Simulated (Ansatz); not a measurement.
Diatomic MgTa, multiplicity 6 (lowest of 2S+1 = 2, 4, 6 at CCSD(T)/def2-TZVPP on PBE0 minima; our sources give no spin for the ground state, which may be another). No spin–orbit coupling.

Seven points along R, fitted to fifth degree in 1/R; most abundant isotopes. In def2 and cc sets the state is the lowest found near the PBE0 minimum, followed along R.

Correlated levels freeze the inner cores; with def2 sets outer-core shells near the valence are correlated too.

The values were computed with Ansatz (Gaussian orbitals). Each number belongs to the level named beside it. In def2 rows elements past Kr take small-core potentials, without spin–orbit coupling.

```
level                  r_e (Å)  ω_e (cm⁻¹)  ω_e x_e (cm⁻¹)  dipole (D)
------------------  ----------  ----------  --------------  ----------
PBE/def2-TZVPP           2.812         216             1.2        0.34
r2SCAN/def2-TZVPP        2.837         208             1.2        0.73
B97M-V/def2-TZVPP        2.849         210             1.0        0.52
B3LYP/def2-TZVPP         2.814  (withheld)             1.3        0.38
PBE0/def2-TZVPP          2.814         211             1.3        0.59
wB97X-V/def2-TZVPP       2.781         216             1.4        0.84
wB97M-V/def2-TZVPP       2.776         214             1.9        0.20
B2PLYP/def2-TZVPP   (withheld)  (withheld)             1.4           -
```

Q: Complete the blanks.

A: 
- B2PLYP/def2-TZVPP, r_e (Å): 2.771
- B2PLYP/def2-TZVPP, ω_e (cm⁻¹): 226
- B3LYP/def2-TZVPP, ω_e (cm⁻¹): 212

Ansatz is an electronic-structure program.
